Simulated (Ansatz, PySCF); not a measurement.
C2H4BF2N, SMILES C=C(F)B(N)F.

Geometry optimised at PBE0-D3(BJ)/def2-SVP. This is a generated structure with no PubChem entry under its InChIKey; it may be hypothetical. One conformer was computed; it need not be the lowest.

Vertical ionisation energy (IE) and electron affinity (EA) in eV. Rows of orbital energies are one-electron estimates. Where ΔSCF, EOM or ADC give a negative EA the extra electron is unbound and the value depends on the basis.

| level | IE | EA |
|---|---|---|
| −ε(HOMO), −ε(LUMO), B3LYP/def2-TZVP (PySCF) | 7.36 | 1.02 |
| −ε(HOMO), −ε(LUMO), PBE/def2-TZVP (PySCF) | ___ | ___ |
| ΔSCF, CAM-B3LYP/def2-TZVPD (Ansatz), final states of multiplicity 2 and 2 | 9.99 | -0.79 |
| ΔSCF, PBE/def2-TZVPD (Ansatz), final states of multiplicity 2 and 2 | 9.56 | -0.57 |

Problem. Some entries are withheld; supply them. (Estimate from the structure and the level; the computed values follow.)

Solution. 
- −ε(HOMO), −ε(LUMO), PBE/def2-TZVP (PySCF), IE: 6.33
- −ε(HOMO), −ε(LUMO), PBE/def2-TZVP (PySCF), EA: 1.72

Problem. What vertical singlet–triplet gap does ΔSCF give with CAM-B3LYP/def2-TZVPD (Ansatz, a quantum-chemistry and plane-wave program) and with PBE/def2-TZVPD (Ansatz)? (Estimate from the structure and the level; the computed values follow.)

Solution. 3.87 and 3.85 eV (triplet above singlet where positive).
